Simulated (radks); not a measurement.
These are the eigenvalues of the occupied orbitals of an atom or ion with whole-number occupations (hartree). Calculated with a radial shooting solver on a logarithmic mesh with Libxc functionals: scalar-relativistic Kohn-Sham, PBE, spin-polarised, spherical densities, finite nucleus; Fermi nuclear charge, rms radius of each element as measured or else 0.836 A^(1/3) + 0.57 fm.

| orbital | eigenvalue |
|---|---|
| 1s | -3451.193 |

Which element is it, and in what charge state? The configuration may be excited. Open shells, if any, are filled with parallel spins first.

Answer. Z = 80, mercury, charge +78: Hg78+ in [He]. The 1s level, -3451.2 hartree, gives Z - s = 83.1 by -(Z - s)^2/2, which with screening and relativity narrows Z to a few neighbours, and with so few levels the electron count can be read from the list.
